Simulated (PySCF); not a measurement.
## Relaxation of triplet Au(OH)3

Computed with UPBE0 in PySCF with Au def2-SVP with ECP60, O def2-SVP, H def2-SVP; scalar-relativistic core potentials, no spin–orbit coupling; density-fitted integrals. A (50,194) grid was used.

A start displaced from a saddle point along its imaginary mode, with no symmetry imposed:

```xyz
7
charge 0 multiplicity 3, angstrom
Au   -0.0214   -0.0202    0.0014
O     1.9850   -0.1590    0.0474
O    -0.4902    1.9329    0.0476
O    -1.2486   -1.5417    0.0491
H     2.3293   -0.1812   -0.8588
H    -0.5705    2.2726   -0.8571
H    -1.4807   -1.8290   -0.8459
```

Question: What does it relax to?

Answer: It was stopped by the time limit after 17 steps; the last geometry has Au–O 1.93 Å (×2), Au–O 2.11 Å, O–H 0.97 Å (×3). No frequency check is given, so it may be a saddle point.

Question: How much energy is released, and in how many steps?

Answer: 6.7 kJ/mol in 17 steps.

Open d and f shells are described by one determinant, and the ground state may have another occupation or spin. At this level a singlet minimum of C1 symmetry lies 67 kJ/mol below this structure. No spin–orbit coupling is included, which matters more the heavier the element.

The relaxation took roughly 3 core-minutes on a shared host.
